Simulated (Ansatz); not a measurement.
Harmonic frequencies (cm⁻¹) at PBE0-D4/def2-TZVP from Ansatz: 174, 506, 610, 654, 954, 1033, 1171, 1182, 1187, 1633, 2470, 2547, 2579, 3802, 3898.

(1) Which molecule is it?
A. `[BH3-][OH2+]`
B. `[OH2+][GaH3-]`
C. `[AlH3-][SH2+]`
D. `[OH2+][Ga-]([Cl])([Cl])[Cl]`

Answers

(1) A.
